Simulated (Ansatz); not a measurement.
The cation of SeSi, SMILES `[Si][Se]` at the neutral geometry.

```yaml
crystal:
  periodic: [false, false, false]
  atoms:
    - {symbol: Si, position_ang: [0.000000, 0.000000, 0.031441]}
    - {symbol: Se, position_ang: [-0.000000, -0.000000, 2.093089]}
basis:
  gaussian: {orbitals: def2-TZVPP}
total_charge: 1
magnetization: {spin_polarized: true, initial_magnetization: 1}
hamiltonian: {xc: {name: wB97M-V}}
```

```sh
$ ansatz run in.yaml --threads 2 --pin off --events-out ev --progress --plain --max-ram 32768MiB --backend cpu
```

Shortened log:

```
Functional definition: wB97M-V
686 factors; their error is unknown
112 factors; integrals over basis functions are off by at most 1.3e-4 eV
mean field evaluation 1: about -73209.5787 eV, gradient 2.2e1 eV
mean field evaluation 2: about -73205.5315 eV, gradient 3.7e1 eV
mean field evaluation 4: about -73213.2153 eV, gradient 8.3e-1 eV
mean field evaluation 8: about -73213.4658 eV, gradient 4.6e-2 eV
mean field evaluation 16: about -73213.4659 eV, gradient 5.8e-4 eV
mean field evaluation 32: about -73213.6712 eV, gradient 6.8e-4 eV
mean field -73213.67115200 eV, -2690.5527888274 hartree, gradient 6.4e-6 eV, S^2 0.752590; 2 other end points of the search recorded, 0 dependent functions left out
reference -73213.67118488 eV, -2690.5527900358 hartree; 24, 23 occupied and 66, 67 virtual orbitals, 686 factors
Total energy: -73213.67118488 eV, -2690.5527900358 hartree
```

Hardware: 2 threads of an AMD EPYC 7R13 on a shared host. Wall time 18 s, peak host memory 0.38 GiB.
